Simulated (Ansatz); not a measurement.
`BCC#CF` + H₂O → `OCC#CF` + BH₃ at 600 K and 1 bar (formal hydrolysis of a C–B bond).

Computed with Ansatz on PBE0-D4/def2-TZVP structures; ΔE is electronic, products minus reactants. CCSD(T)/CBS is the MP2 limit (def2-TZVPP, def2-QZVPP) plus CCSD(T) − MP2 in def2-TZVPP, frozen cores. This one scheme is used for every species. One conformer a species, not always the lowest.

```csv
species,CCSD(T)/CBS energy (Eh),H − E (kJ/mol),S (J/(mol·K))
`BCC#CF`,-241.02256,208.6,401.4
H₂O,-76.37941,76.8,212.8
`OCC#CF`,-290.80921,191.0,377.0
BH₃,-26.55200,91.5,217.3
```

H − E and S are ideal-gas, rigid-rotor, harmonic terms from PBE0-D4/def2-TZVP, for one conformer and one mirror image of each species. 1 Eh = 2625.50 kJ/mol, R = 8.31446 J/(mol·K).

**Question.** By hand: ΔE, ΔH, ΔS and ΔG.

**Answer.** ΔE = (-290.80921) + (-26.55200) − (-241.02256) − (-76.37941) = 0.04076 Eh = 107.0 kJ/mol. Δ(H − E) = 191.0 + 91.5 − 208.6 − 76.8 = -2.9, so ΔH = 104.1 kJ/mol. ΔS = 377.0 + 217.3 − 401.4 − 212.8 = -19.9 J/(mol·K). ΔG = 104.1 − 600 × (-19.9)/1000 = 116.0 kJ/mol.

**Question.** By hand: the equilibrium constant, and the temperature at which ΔG would vanish if ΔH and ΔS stayed fixed.

**Answer.** log₁₀ K = −ΔG/(RT ln 10) = -10.1. ΔH and −TΔS have one sign here, so there is no such temperature.

ΔH outweighs TΔS. A doubt of 5 kJ/mol in ΔE shifts log₁₀ K by 0.4 here. Other conformers and mirror images would add mixing entropy, several J/(mol·K) or more a flexible species. These are equilibria of isolated gas molecules and say nothing of rates. Largest T1 diagnostic: 0.012 (customary marks: 0.02 for closed shells, 0.045 for open ones).
